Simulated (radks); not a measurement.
Valence configurations of Ga (all share [Ar]). Calculated with a radial shooting solver on a logarithmic mesh with Libxc functionals: scalar-relativistic Kohn-Sham, BLYP, spin-polarised, spherical densities, finite nucleus; open shells are filled with parallel spins first; Fermi nuclear charge, rms radius 3.9973 fm. Energies are relative to 3d10 4s2 4p1; eigenvalues in eV for spin up.

| valence | E (eV) | moment (Bohr magnetons) | e(3d) | e(4p) | e(4s) |
|---|---|---|---|---|---|
| 3d10 4s2 4p1 | 0.000 | 1 | -18.988 | -2.702 | -9.095 |
| 3d10 4s1 4p2 | 5.450 | 3 | -20.573 | -3.665 | -10.491 |
| 3d10 4p3 | 12.393 | 3 | -22.230 | -4.331 | - |
| 3d9.5 4s1 4p2.5 | 14.532 | 4 | -25.012 | -4.322 | -11.679 |
| 3d9 4s1 4p3 | 25.217 | 5 | -29.640 | -4.974 | -12.838 |
| 3d9 4p4 | 34.964 | 3 | -31.591 | -5.461 | - |
| 3d8 4s2 4p3 | 45.783 | 5 | -38.326 | -5.536 | -14.101 |
| 3d8 4s1.5 4p3.5 | 49.932 | 5 | -39.166 | -5.905 | -14.629 |
| 3d8 4s1 4p4 | 54.118 | 5 | -39.987 | -6.264 | -15.141 |
| 3d7.5 4s2 4p3.5 | 62.598 | 5 | -43.767 | -6.176 | -15.233 |

NIST lists [Ar] 3d10 4s2 4p1 as the ground configuration; this level of theory agrees among the configurations tried. The energies are those of spherical high-spin densities, not of single terms.
